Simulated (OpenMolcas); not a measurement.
**Multiplet structure of Ge III**

```json
{
 "Program": "OpenMolcas",
 "Method": "RASSCF",
 "Basis": "ANO-RCC-VQZP [7s6p4d2f1g]",
 "Scalar Hamiltonian": "DKH2, point nucleus",
 "Active space": "2 electrons in 9 orbitals (RAS2 4s 4p; RAS3 4d, at most 2 electrons)",
 "State averaging": "2S+1 = 3 even, 3 roots; 2S+1 = 1 even, 7 roots; 2S+1 = 3 odd, 3 roots; 2S+1 = 1 odd, 3 roots",
 "Spin-orbit coupling": "RASSI with atomic mean-field integrals over the reference wave functions, term energies averaged over their components"
}
```

Spin-free terms above the lowest, with the occupations of the reference:

```json
{"Configuration": "4s²", "Term": "¹S", "E (cm⁻¹)": "0.0", "Occupations": "4s 1.92 4p 0.08"}
{"Configuration": "4s 4p", "Term": "³P°", "E (cm⁻¹)": "58442", "Occupations": "4s 0.99 4p 1.00"}
{"Configuration": "4s 4p", "Term": "¹P°", "E (cm⁻¹)": "91675", "Occupations": "4s 0.96 4p 1.00 4d 0.04"}
{"Configuration": "4p²", "Term": "¹D", "E (cm⁻¹)": "138531", "Occupations": "4s 0.29 4p 1.42 4d 0.29"}
{"Configuration": "4p²", "Term": "³P", "E (cm⁻¹)": "144331", "Occupations": "4p 1.99 4d 0.01"}
```

With spin-orbit coupling, above the lowest level:

```tsv
Configuration	Term	J	E (cm⁻¹)	Measured (cm⁻¹)	g	Term weight %
4s²	¹S	0	0.0	0.0		100
4s 4p	³P°	0	57076	61734		100
4s 4p	³P°	1	57737	62500	1.501	100
4s 4p	³P°	2	59127	64144	1.501	100
4s 4p	¹P°	1	91699	91873	1.000	100
4p²	¹D	2	138437	144975	1.007	99
4p²	³P	0	142904	147685		100
4p²	³P	1	143672	148640	1.501	100
4p²	³P	2	145086	150372	1.494	99
```

Against the 8 measured excited levels shown (Sugar and Musgrove, J. Phys. Chem. Ref. Data 22, 1213 (1993)) the mean absolute deviation is 4500 cm-1; the largest miss in energy is 4p² ¹D₂: computed 138437, measured 144975 cm⁻¹ (-4.5 %), and the largest in proportion 4s 4p ³P°₂ (-7.8 %).

Active for correlation alone: 4d; no level in the range computed is led by a configuration that fills it, so any true level of that kind is missing. Some terms mix strongly with configurations of 4d, whose occupation reaches 0.29 (4p² ¹D). Computed and measured levels are paired by configuration, term and J; levels that our copy of the source lacks, or whose pairing is in doubt (as where it misses far off the trend of its configuration), stay unpaired and out of the deviations. Only configurations of the active space appear. The first state left out of the spin-orbit step lies near 180000 cm-1 above the lowest spin-free state of the reference (among the parities and spins computed), and the list stops at four fifths of that energy or lower.

The term weight is that of the spin-free term in the level, not the purity of its configuration. ° marks odd parity.
